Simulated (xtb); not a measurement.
C2H9ClOSi2, SMILES CCO[SiH2][SiH2]Cl. All values are semi-empirical tight-binding results from xtb (GFN2-xTB unless named), good for trends rather than for accurate numbers. Geometry optimised at GFN2-xTB. This is a generated structure with no PubChem entry under its InChIKey; it may be hypothetical. One conformer was computed; it need not be the lowest.

Optimised geometry:

```xyz
15

C      3.8317    -0.7458    -0.1395
C      2.7919     0.0557    -0.9055
O      1.5359    -0.1094    -0.3114
Si     0.1199     0.5399    -0.7508
Si    -1.2046    -0.3893     0.8742
Cl    -3.0991     0.2685     0.5597
H      3.8752    -0.4061     0.8920
H      4.8086    -0.6211    -0.5983
H      3.5656    -1.7997    -0.1460
H      3.0539     1.1202    -0.9061
H      2.7440    -0.2781    -1.9487
H      0.2081     2.0115    -0.7711
H     -0.2012     0.1891    -2.1463
H     -1.3099    -1.8535     0.8814
H     -0.9022    -0.0194     2.2623
```

Computed properties:
The point group as xtb finds it comes out as Cs and the orbital gap is 4.47 eV. The dipole moment is 3.69 D. The zero-point energy is 64.9 kcal/mol. The G − E(el) at 298.15 K (modified RRHO) is 42.1 kcal/mol. The static polarisability (D4 model) comes out as 99.8 bohr³ and the solvation energy, GFN2-xTB/ALPB(water) is -1.3 kcal/mol. The solvation energy, GFN2-xTB/ALPB(toluene) comes out as -4.4 kcal/mol.

Give the atomic charges and the Wiberg bond orders between heavy atoms. (An estimate is asked for; the answer gives what the named calculation found.)

charges (e) C1 -0.11, C2 0.09, O3 -0.40, Si4 0.45, Si5 0.43, Cl6 -0.31, H7 0.05, H8 0.05, H9 0.05, H10 0.02, H11 0.02, H12 -0.09, H13 -0.09, H14 -0.07, H15 -0.07. Bond orders C1–C2 1.01, C2–O3 0.98, O3–Si4 1.17, Si4–Si5 0.81, Si5–Cl6 1.06.
